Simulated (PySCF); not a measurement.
Gas-phase reaction: GeCl4 + 2 H = GeHCl3 + HCl

Computed with PySCF (xtb for GFN2) and rigid-rotor harmonic-oscillator thermochemistry at 1 bar. † marks an energy on the PBE0/def2-TZVP geometry and frequencies; other levels use their own. MP2 and CCSD(T) freeze the core. Open shells (unrestricted): H (multiplicity 2); the rest are closed-shell singlets. GFN2 has no spin-polarisation term. B3LYP is the form with VWN-RPA correlation. Ge: all electrons, no relativistic terms. MP2 isn't extrapolated to the basis-set limit; its ΔH°(298 K) is -339.0 kJ in def2-SVP and -354.8 kJ in def2-TZVPP. CCSD(T) isn't extrapolated to the basis-set limit; its ΔH°(298 K) is -368.8 kJ in def2-SVP and -385.0 kJ in def2-TZVPP. The harmonic model lacks anharmonicity and excited electronic states, which grow with temperature; levels with a mode under 35 cm⁻¹ are left out.

```tsv
level	ΔE electronic, kJ	ΔH°(298 K), kJ	ΔS°(298 K), J/K	ΔG°(2000 K), kJ
B3LYP/def2-TZVP†	-424	-396	-62	-228
CCSD(T)/def2-SVP†	-397	-369	-62	-201
GFN2-xTB	-466	-444	-69	-266
HF/def2-TZVP†	-319	-291	-62	-123
MP2/def2-SVP†	-367	-339	-62	-171
MP2/def2-TZVPP†	-383	-355	-62	-187
ωB97M-V/def2-TZVP†	-407	-379	-62	-211
```
ΔH° is lowest at GFN2-xTB and highest at HF/def2-TZVP†. No reference value is set beside these.
